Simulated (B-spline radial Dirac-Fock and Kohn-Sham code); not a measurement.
Method: the Dirac equation of a negative muon with reduced mass in the field of a spherical finite nucleus, with the Uehling potential to all orders; nuclear polarisation, deformation, hyperfine structure, self-energy, higher-order vacuum polarisation, relativistic recoil and electron screening are left out. Computed with a radial finite-basis atomic code. The nuclear charge is a Fermi distribution (skin thickness 2.3 fm).

Question: A muonic atom of atomic mass 189.96 u emits these computed lines: 2p3/2 → 1s1/2 5699 keV, 3d5/2 → 2p3/2 2287 keV, 4f7/2 → 3d5/2 847.9 keV, 5g9/2 → 4f7/2 389.9 keV. Which element is it, and what rms charge radius was used?

Answer: Platinum (Z = 78, nuclide ¹⁹⁰Pt); the high transitions hardly feel the nucleus and fix Z. The 2p → 1s line lies 8709 keV below the value for a point nucleus without QED, which for this nuclear model gives a radius near 5.41 fm (5.4108 fm was used).
